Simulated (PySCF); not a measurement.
F2OTa, charge +1, singlet, at a GFN2-xTB geometry (such geometries of metal compounds can be far from the true shape) (the multiplicity is a formal guess) (core potentials on Ta), with bond 3-1 at 2.0 times its length; HF/def2-SV(P) in PySCF.

The PySCF input:
```python
from pyscf import gto, scf

mol = gto.M(
    atom='''
Ta    0.111238    0.174881    0.068895
O     1.320454   -0.965334   -0.491876
F    -2.035461   -1.868457    2.440873
F    -1.113889    0.286381   -1.376473
''',
    basis='def2-sv(p)',
    ecp={'Ta': 'def2-sv(p)'},
    charge=1,
    spin=0,
    verbose=4,
)

mf = scf.RHF(mol)
mf.kernel()
```

What the program printed (banner, timings and long lists left out):

```
PySCF version 2.14.0

[INPUT] verbose = 4
[INPUT] num. atoms = 4
[INPUT] num. electrons = 38
[INPUT] charge = 1
[INPUT] spin (= nelec alpha-beta = 2S) = 0
[INPUT] symmetry False subgroup None
[INPUT] Mole.unit = angstrom
[INPUT] Symbol           X                Y                Z      unit          X                Y                Z       unit  Magmom
[INPUT]  1 Ta     0.111238000000   0.174881000000   0.068895000000 AA    0.210209354644   0.330477194390   0.130192681352 Bohr   0.0
[INPUT]  2 O      1.320454000000  -0.965334000000  -0.491876000000 AA    2.495296420086  -1.824216878731  -0.929510927247 Bohr   0.0
[INPUT]  3 F     -2.035461000000  -1.868457000000   2.440873000000 AA   -3.846463827233  -3.530872005526   4.612581474845 Bohr   0.0
[INPUT]  4 F     -1.113889000000   0.286381000000  -1.376473000000 AA   -2.104945143166   0.541181657279  -2.601156987858 Bohr   0.0

nuclear repulsion = 111.498018998307
number of shells = 29
number of NR pGTOs = 122
number of NR cGTOs = 67
basis = def2-sv(p)
ecp = {'Ta': 'def2-sv(p)'}

******** <class 'pyscf.scf.hf.RHF'> ********
method = RHF
initial guess = minao
damping factor = 0
level_shift factor = 0
DIIS = <class 'pyscf.scf.diis.CDIIS'>
diis_start_cycle = 1
diis_space = 8
diis_damp = 0
SCF conv_tol = 1e-09
SCF conv_tol_grad = None
SCF max_cycles = 50
direct_scf = True
direct_scf_tol = 1e-13
Set gradient conv threshold to 3.16228e-05
Initial guess from minao.
init E= -316.056461424105
  HOMO = -0.712155485801266  LUMO = -0.401296086553923  gap/eV = 8.45892
cycle= 1 E= -328.886000970252  delta_E= -12.8  |g|= 1.31  |ddm|= 7.97
  HOMO = -0.486899497538843  LUMO = -0.414346762882388  gap/eV = 1.97426
cycle= 2 E= -314.818497116414  delta_E= 14.1  |g|= 4.47  |ddm|= 5.64
  HOMO = -0.646145511676133  LUMO = -0.333305366487146  gap/eV = 8.51281
cycle= 3 E= -329.09055845843  delta_E= -14.3  |g|= 0.96  |ddm|= 5.45
  HOMO = -0.632867913884573  LUMO = -0.361625107203199  gap/eV = 7.38089
cycle= 4 E= -329.208836972869  delta_E= -0.118  |g|= 0.486  |ddm|= 0.38
  HOMO = -0.535670106747151  LUMO = -0.409235104644277  gap/eV = 3.44047
cycle= 5 E= -329.277243578312  delta_E= -0.0684  |g|= 0.214  |ddm|= 0.462
  HOMO = -0.487205873406789  LUMO = -0.405373066382381  gap/eV = 2.22678
cycle= 6 E= -329.310347812997  delta_E= -0.0331  |g|= 0.32  |ddm|= 0.892
  HOMO = -0.50534574463839  LUMO = -0.390873419718631  gap/eV = 3.11495
cycle= 7 E= -329.313319976522  delta_E= -0.00297  |g|= 0.319  |ddm|= 0.225
  HOMO = -0.508087679894007  LUMO = -0.388990409960243  gap/eV = 3.24080
cycle= 8 E= -329.316436725719  delta_E= -0.00312  |g|= 0.296  |ddm|= 0.0557
  HOMO = -0.516658997683624  LUMO = -0.382066045242386  gap/eV = 3.66246
cycle= 9 E= -329.322391859439  delta_E= -0.00596  |g|= 0.241  |ddm|= 0.097
  HOMO = -0.530893318934979  LUMO = -0.38203536240022  gap/eV = 4.05063
cycle= 10 E= -329.330154719471  delta_E= -0.00776  |g|= 0.127  |ddm|= 0.13
  HOMO = -0.55754491154099  LUMO = -0.366114394155023  gap/eV = 5.20909
cycle= 11 E= -329.333137426061  delta_E= -0.00298  |g|= 0.00966  |ddm|= 0.12
  HOMO = -0.554805249345577  LUMO = -0.368342830385334  gap/eV = 5.07390
cycle= 12 E= -329.333240028616  delta_E= -0.000103  |g|= 0.00683  |ddm|= 0.0338
  HOMO = -0.553862372253455  LUMO = -0.368110721947851  gap/eV = 5.05456
cycle= 13 E= -329.333312565322  delta_E= -7.25e-05  |g|= 0.00316  |ddm|= 0.0274
  HOMO = -0.553737055902282  LUMO = -0.367436386566293  gap/eV = 5.06950
cycle= 14 E= -329.333346948606  delta_E= -3.44e-05  |g|= 0.00222  |ddm|= 0.0213
  HOMO = -0.553896726779445  LUMO = -0.366910230591561  gap/eV = 5.08816
cycle= 15 E= -329.333367770356  delta_E= -2.08e-05  |g|= 0.00114  |ddm|= 0.025
  HOMO = -0.553733438598282  LUMO = -0.366757802434748  gap/eV = 5.08787
cycle= 16 E= -329.333370635244  delta_E= -2.86e-06  |g|= 0.000524  |ddm|= 0.00898
  HOMO = -0.553681010174284  LUMO = -0.36671398988079  gap/eV = 5.08763
cycle= 17 E= -329.333371602531  delta_E= -9.67e-07  |g|= 0.000377  |ddm|= 0.00335
  HOMO = -0.553704257549899  LUMO = -0.366714223014299  gap/eV = 5.08826
cycle= 18 E= -329.333372248455  delta_E= -6.46e-07  |g|= 0.000289  |ddm|= 0.00286
  HOMO = -0.553707409479316  LUMO = -0.366711216119644  gap/eV = 5.08843
cycle= 19 E= -329.333372609419  delta_E= -3.61e-07  |g|= 0.000267  |ddm|= 0.00197
  HOMO = -0.553699220776299  LUMO = -0.366714867480063  gap/eV = 5.08810
cycle= 20 E= -329.33337293506  delta_E= -3.26e-07  |g|= 0.000214  |ddm|= 0.00211
  HOMO = -0.553690399777743  LUMO = -0.366722928601611  gap/eV = 5.08764
cycle= 21 E= -329.333373292241  delta_E= -3.57e-07  |g|= 0.000147  |ddm|= 0.00317
  HOMO = -0.55368954175167  LUMO = -0.366724231916326  gap/eV = 5.08759
cycle= 22 E= -329.333373445213  delta_E= -1.53e-07  |g|= 0.000114  |ddm|= 0.00219
  HOMO = -0.553699720916025  LUMO = -0.36674259772839  gap/eV = 5.08736
cycle= 23 E= -329.333373481224  delta_E= -3.6e-08  |g|= 9.38e-05  |ddm|= 0.00102
  HOMO = -0.553697747831539  LUMO = -0.366739488623804  gap/eV = 5.08739
cycle= 24 E= -329.333373519756  delta_E= -3.85e-08  |g|= 4.71e-05  |ddm|= 0.00133
  HOMO = -0.553700473441008  LUMO = -0.366735184735695  gap/eV = 5.08758
cycle= 25 E= -329.333373532584  delta_E= -1.28e-08  |g|= 2.58e-05  |ddm|= 0.000757
  HOMO = -0.553697562506134  LUMO = -0.366730998726808  gap/eV = 5.08762
cycle= 26 E= -329.333373534938  delta_E= -2.35e-09  |g|= 7.71e-06  |ddm|= 0.000273
  HOMO = -0.553697408951198  LUMO = -0.3667291685557  gap/eV = 5.08766
cycle= 27 E= -329.333373535295  delta_E= -3.57e-10  |g|= 3.94e-06  |ddm|= 9.92e-05
  HOMO = -0.553696717851707  LUMO = -0.366728481159306  gap/eV = 5.08766
Extra cycle  E= -329.33337353532  delta_E= -2.47e-11  |g|= 3.48e-06  |ddm|= 1.28e-05
converged SCF energy = -329.33337353532
```
